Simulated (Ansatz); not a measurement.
Gas-phase electronic energies from Ansatz, PBE0-D4/def2-TZVP geometries. CBS: MP2 limit from def2 TZ/QZ plus the TZ coupled-cluster correction, frozen cores. Double bonds are as drawn, so ΔE can hold a change between cis and trans. DFT in def2-TZVPP. For Br, Se outer-core shells are correlated without core-valence functions, which leaves a few kJ/mol of doubt a bond. Scalar relativity is left out up to krypton. Each species was taken in one conformer, which may not be the lowest.

Consider the redistribution: `C[SiH](F)Br` + `C=C/N=C\[SeH]` → `C=C[SiH](F)Br` + `C/N=C/[SeH]`.

```tsv
level	ΔE (kJ/mol)
PBE-D4	42.9
ωB97X-V	31.6
B2PLYP	33.2
PBE0	36.4
SCS-MP2/def2-TZVPP	30.7
HF/def2-QZVPP	16.6
HF/CBS(def2)	16.6
CCSD/CBS(def2)	30.2
```

Task: What does CCSD(T)/CBS give? (Estimate.)

Result: The calculation gave: +33.8 kJ/mol. The listed levels differ from it by 9.1, -2.2, -0.6, 2.6, -3.1, -17.2, -17.2, -3.6 kJ/mol.

Largest T1 diagnostic among the species: 0.013.

From PBE to PBE0 (25 % exact exchange), in def2-TZVPP and without D4, ΔE moves by −3.8 kJ/mol. The D4 term adds +4.5 kJ/mol with B3LYP and +2.2 kJ/mol with PBE0; it sums over pairs of atoms, weighted by their polarisabilities, and B3LYP, whose exchange is more repulsive, gets the larger term.

B3LYP here is the variant with VWN-RPA as its local correlation; programs differ in this.
